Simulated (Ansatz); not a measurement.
Consider the formal exchange of groups at a C–Si bond: `C#CC[SiH](F)Cl` + `CCCCCC` → `C#CCCCCCCC` + `F[SiH2]Cl`.

Isolated molecules relaxed with PBE0-D4/def2-TZVP in Ansatz; ΔE leaves out vibrations. CBS: MP2 limit from def2 TZ/QZ plus the TZ coupled-cluster correction, frozen cores. This one scheme is used for every species. DFT in def2-TZVPP. B3LYP here is the variant with VWN-RPA as its local correlation; programs differ in this. One conformer a species, not always the lowest.

```
             level  ΔE (kJ/mol)  difference from CCSD(T)/CBS
            PBE-D4         49.7                          5.9
         r2SCAN-D4         50.4                          6.6
           PBE0-D4         48.5                          4.7
          B3LYP-D4         48.9                          5.1
           ωB97X-V         44.4                          0.6
           ωB97M-V         47.8                          4.0
            B2PLYP         44.2                          0.4
            r2SCAN         50.3                          6.5
              PBE0         45.9                          2.1
    MP2/def2-TZVPP         45.3                          1.5
SCS-MP2/def2-TZVPP         41.3                         -2.5
CCSD(T)/def2-TZVPP         42.8                         -1.0
     HF/def2-QZVPP         35.0                         -8.8
    MP2/def2-QZVPP         45.6                          1.8
      HF/CBS(def2)         35.0                         -8.8
    CCSD/CBS(def2)         42.9                         -0.9
       CCSD(T)/CBS         43.8                            0
```

Largest T1 diagnostic among the species: 0.011.

The D4 term adds +5.2 kJ/mol with B3LYP and +2.5 kJ/mol with PBE0; it sums over pairs of atoms, weighted by their polarisabilities, and B3LYP, whose exchange is more repulsive, gets the larger term. In def2-TZVPP, CCSD(T) changes the Hartree–Fock value by +7.2 kJ/mol (the triples alone add +0.9 kJ/mol) and MP2 by +9.7 kJ/mol.
